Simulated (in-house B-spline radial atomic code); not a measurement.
A fraction x of an electron is moved 4s → 4f in Kr, starting from [Ar] 3d10 4s2 4p6 and keeping the highest spin. Method: scalar-relativistic (X2C) LDA exchange-only, spin-polarised, spherical fractional occupations, Fermi nucleus of rms radius 4.1884 fm. Calculated with a B-spline radial code for spherical atoms.

```json
{"x": "0", "E(x) - E(0) (eV)": "0.0000", "4s down level (eV)": "-21.872", "4f up level (eV)": "-"}
{"x": "0.125", "E(x) - E(0) (eV)": "2.8073", "4s down level (eV)": "-23.115", "4f up level (eV)": "-0.066"}
{"x": "0.25", "E(x) - E(0) (eV)": "5.7618", "4s down level (eV)": "-24.332", "4f up level (eV)": "-0.111"}
{"x": "0.375", "E(x) - E(0) (eV)": "8.8619", "4s down level (eV)": "-25.528", "4f up level (eV)": "-0.150"}
{"x": "0.5", "E(x) - E(0) (eV)": "?", "4s down level (eV)": "?", "4f up level (eV)": "?"}
{"x": "0.625", "E(x) - E(0) (eV)": "?", "4s down level (eV)": "?", "4f up level (eV)": "?"}
{"x": "0.75", "E(x) - E(0) (eV)": "19.0154", "4s down level (eV)": "-28.999", "4f up level (eV)": "-0.251"}
{"x": "0.875", "E(x) - E(0) (eV)": "22.6770", "4s down level (eV)": "-30.114", "4f up level (eV)": "-0.280"}
{"x": "1", "E(x) - E(0) (eV)": "26.4731", "4s down level (eV)": "-", "4f up level (eV)": "-0.308"}
```

Task: What belongs in the row x = 0.5?

Result: An energy change of 12.1056 eV; 4s down at -26.704 eV, 4f up at -0.186 eV.

Task: What belongs in the row x = 0.625?

Result: An energy change of 15.4908 eV; 4s down at -27.862 eV, 4f up at -0.220 eV.

Task: Check Janak's theorem between x = 0.125 and 0.25.

Result: The slope of the energy is 23.64 eV; the orbital levels give 23.64 eV (ε of the receiving orbital less ε of the emptying one, averaged over the two points).
